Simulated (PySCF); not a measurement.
```xyz
5
charge 0 multiplicity 1, angstrom
As    0.0008    0.5219    0.2471
S    -0.0021   -1.3320   -0.6306
H     0.0018    1.7271   -0.6693
H     1.1657    0.8629    1.1521
H    -1.1622    0.8660    1.1534
```

Computed with PBE0 in PySCF with As def2-TZVP, S def2-TZVP, H def2-TZVP; no relativity; density-fitted integrals.

This geometry of H₃AsS is a stationary point at this level.

(1) What is the point group?

(2) Is it a minimum?

(3) Give the atomic charges and bond orders.

(4) What is the atomisation energy, with and without zero-point energy?

Results:

(1) C3v.

(2) Yes: all harmonic wavenumbers are real.

(3) 
```tsv
atom	Mulliken	Löwdin	polar tensor	Mayer order to As1
As1	0.22	0.26	1.11	–
S2	-0.47	-0.23	-0.56	1.71
H3,4,5	0.08	-0.01	-0.18	0.87
```

(4) 1118 kJ/mol without, 1050 kJ/mol with.

This need not be the most stable arrangement of these atoms.
